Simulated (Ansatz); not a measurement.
Born–Oppenheimer molecular dynamics of Cl4FH3NTa (10 atoms, charge 0, multiplicity 1). It starts at the highest image of a converged band, a first-order saddle point between two minima.

Computed with RKS PBE/def2-SVP in Ansatz.

- ensemble: NVE (velocity Verlet)
- time step: 0.5 fs
- steps asked: 200
- starting velocities drawn for: 300 K
- seed: 5999

First frame:

```xyz
10
Properties=species:S:1:pos:R:3
Ta -0.147 -0.209 0.211
F 1.894 0.298 0.526
Cl -0.417 0.205 2.502
Cl 0.409 -0.272 -2.066
N -0.881 1.585 -0.109
H -1.246 2.203 0.626
H -0.944 2.028 -1.033
Cl -1.961 -1.625 0.030
Cl 1.450 -2.275 0.716
H 2.089 -0.866 0.683
```

Q: How far do the bonds stretch over the last three quarters of this one trajectory? (Pairs bonded in most of those frames.)

A: 
```json
{"bond": "Ta1–F2", "mean (Å)": "1.955", "spread (Å)": "0.056", "shortest": "1.90", "longest": "2.08"}
{"bond": "Ta1–Cl3", "mean (Å)": "2.358", "spread (Å)": "0.019", "shortest": "2.33", "longest": "2.38"}
{"bond": "Ta1–Cl4", "mean (Å)": "2.373", "spread (Å)": "0.036", "shortest": "2.31", "longest": "2.42"}
{"bond": "Ta1–N5", "mean (Å)": "1.951", "spread (Å)": "0.037", "shortest": "1.90", "longest": "2.01"}
{"bond": "Ta1–Cl8", "mean (Å)": "2.345", "spread (Å)": "0.016", "shortest": "2.31", "longest": "2.36"}
{"bond": "Ta1–Cl9", "mean (Å)": "2.901", "spread (Å)": "0.167", "shortest": "2.68", "longest": "3.22"}
{"bond": "N5–H6", "mean (Å)": "1.027", "spread (Å)": "0.023", "shortest": "0.99", "longest": "1.06"}
{"bond": "N5–H7", "mean (Å)": "1.026", "spread (Å)": "0.023", "shortest": "0.99", "longest": "1.06"}
{"bond": "Cl9–H10", "mean (Å)": "1.333", "spread (Å)": "0.045", "shortest": "1.26", "longest": "1.43"}
```

Mean temperature of the second half: 350 K. The conserved energy stayed within 0.15 meV per atom of its start (net change 0.12 meV per atom), so the integration is sound. A run of 0.1 ps of so small a system gives no equilibrium averages. The orbitals stay closed-shell, which can raise the energy where a bond breaks towards radicals; this wasn't checked here.

Run time: 8.9 min on 4 threads of Arm Neoverse V1, with other jobs on the host, peak memory 0.24 GiB.
